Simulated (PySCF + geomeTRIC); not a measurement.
Level of theory: ωB97X-D3(BJ)/def2-TZVP (PySCF + geomeTRIC). fastk is a local helper that only speeds up exchange builds. No frequencies were computed at this level.

```python
import json, numpy as np
from pyscf import gto, dft
from fastk import lowrank_exchange
atoms = """
O     -1.609636    -0.315989     0.540447
Si    -0.109326    -0.051527    -0.015336
O      0.018434     1.044992    -1.196520
O      0.428352    -1.459613    -0.606032
S      1.068988     0.728187     1.598579
H     -2.072004     0.359297     1.028628
H     -0.113852     0.778025    -2.102537
H      0.331591    -2.255552    -0.090735
H      2.057453     1.172178     0.843506
"""
def scf(charge, spin, dm0=None):
    mol = gto.M(atom=atoms, basis='def2-tzvp', ecp={}, charge=charge, spin=spin, verbose=3, max_memory=5040)
    mf = dft.KS(mol, xc='wb97x-d3bj').density_fit(auxbasis="def2-universal-jkfit")
    mf.grids.level = 3
    mf.conv_tol = 1e-8
    mf.max_cycle = 60
    mf.kernel(dm0)
    if not mf.converged:
        mf = mf.newton().run(mf.mo_coeff, mf.mo_occ).undo_soscf()
    return mf
mf = scf(0, 0)
from pyscf.geomopt.geometric_solver import kernel as optimize
path = []
done, mol = optimize(mf, maxsteps=80, assert_convergence=False, callback=lambda env: path.append((env["energy"], bool(env["g_scanner"].converged))))
res = dict(converged=bool(done and path[-1][1]), energy=path[-1][0], path=[e for e, c in path], xyz=mol.atom_coords(unit="Angstrom").tolist(), nao=mol.nao)
json.dump(res, open("result.json", "w"))
```

Output:

```
converged SCF energy = -916.158833784162
Geometry optimization cycle 1
converged SCF energy = -916.158833784165
cycle 1: E = -916.158833784  dE = -916.159  norm(grad) = 0.0314662
Geometry optimization cycle 2
converged SCF energy = -916.159992270355
cycle 2: E = -916.15999227  dE = -0.00115849  norm(grad) = 0.0103611
Geometry optimization cycle 3
converged SCF energy = -916.160206194392
cycle 3: E = -916.160206194  dE = -0.000213924  norm(grad) = 0.0031279
Geometry optimization cycle 4
converged SCF energy = -916.160247158992
cycle 4: E = -916.160247159  dE = -4.09646e-05  norm(grad) = 0.00133318
Geometry optimization cycle 5
converged SCF energy = -916.160251224909
cycle 5: E = -916.160251225  dE = -4.06592e-06  norm(grad) = 0.000550592
Geometry optimization cycle 6
converged SCF energy = -916.160252087673
cycle 6: E = -916.160252088  dE = -8.62764e-07  norm(grad) = 0.000219953
<class 'geometric.internal.Distance'> : 8
<class 'geometric.internal.Angle'> : 10
<class 'geometric.internal.Dihedral'> : 12
<class 'geometric.internal.TranslationX'> : 1
<class 'geometric.internal.TranslationY'> : 1
<class 'geometric.internal.TranslationZ'> : 1
<class 'geometric.internal.RotationA'> : 1
<class 'geometric.internal.RotationB'> : 1
<class 'geometric.internal.RotationC'> : 1
Step    0 : Gradient = 1.049e-02/1.753e-02 (rms/max) Energy = -916.1588337842
Step    1 : Displace = 2.186e-02/3.609e-02 (rms/max) Trust = 1.000e-01 (=) Grad = 3.454e-03/6.789e-03 (rms/max) E (change) = -916.1599922704 (-1.158e-03) Quality = 1.216
Step    2 : Displace = 1.343e-02/2.299e-02 (rms/max) Trust = 1.414e-01 (+) Grad = 1.043e-03/1.628e-03 (rms/max) E (change) = -916.1602061944 (-2.139e-04) Quality = 1.270
Step    3 : Displace = 7.777e-03/1.465e-02 (rms/max) Trust = 2.000e-01 (+) Grad = 4.444e-04/8.718e-04 (rms/max) E (change) = -916.1602471590 (-4.096e-05) Quality = 1.162
Step    4 : Displace = 2.041e-03/3.391e-03 (rms/max) Trust = 2.828e-01 (+) Grad = 1.835e-04/4.121e-04 (rms/max) E (change) = -916.1602512249 (-4.066e-06) Quality = 1.234
Step    5 : Displace = 9.701e-04/1.777e-03 (rms/max) Trust = 3.000e-01 (+) Grad = 7.332e-05/1.165e-04 (rms/max) E (change) = -916.1602520877 (-8.628e-07) Quality = 1.319
Converged! =D
```

Cost: roughly 2.3 core-minutes.
